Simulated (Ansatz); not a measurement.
AlH3Zn2 (`[AlH2][Zn][ZnH]`) at its PBE0-D4/def2-TZVP geometry, where that method's forces vanish. Total charge 0; spin multiplicity 1.

```xyz
6

Al   -1.6603    0.6474    1.0572
Zn    0.3843   -0.1476   -0.2445
Zn    2.3653   -0.9214   -1.5056
H    -2.2448    2.1338    0.9444
H    -2.4762   -0.2967    2.0607
H     3.6316   -1.4156   -2.3122
```

(1) What forces (eV/Å) does PBE-D4/def2-TZVPP give on these atoms in the Gaussian-basis code of Ansatz? (An estimate is asked.)

Results:

(1) Computed: 
```
Al1  0.090 -0.035 -0.058
Zn2  0.008 -0.004 -0.005
Zn3  0.003  0.000 -0.003
H4  -0.036  0.102 -0.010
H5  -0.053 -0.067  0.068
H6  -0.012  0.004  0.008
```
